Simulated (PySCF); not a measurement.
GaClBr2, SMILES [Cl][Ga]([Br])[Br]. Atoms are numbered in the order given.

```xyz
4

Ga     0.0000     0.0000     0.3546
Cl     0.0000     0.0000     2.4813
Br     0.0000     1.9669    -0.7596
Br     0.0000    -1.9669    -0.7596
```
Charge 0, spin multiplicity 1.

Coordinates come from a PBE0-D3(BJ)/def2-SVP optimisation. The structure was generated by enumeration; whether it is a known compound was not checked.

Two levels are set side by side: PBE/pcSseg-1 (PySCF) and KT2/pcSseg-1 (PySCF). GIAO shifts against HCl (³⁵Cl) at the same level; non-relativistic, no solvent, atoms listed together averaged. Without spin–orbit terms, shifts of atoms bonded to Cl or Br come out too high at both levels. Differences are taken from unrounded values.

| quantity | KT2 | PBE | PBE minus KT2 |
|---|---|---|---|
| δ(³⁵Cl) of Cl2 (ppm) | 208.5 | 214.4 | 5.8 |

Rough cost on one machine, each run with all the roots and properties that it gave: KT2 against PBE within a factor of 2.
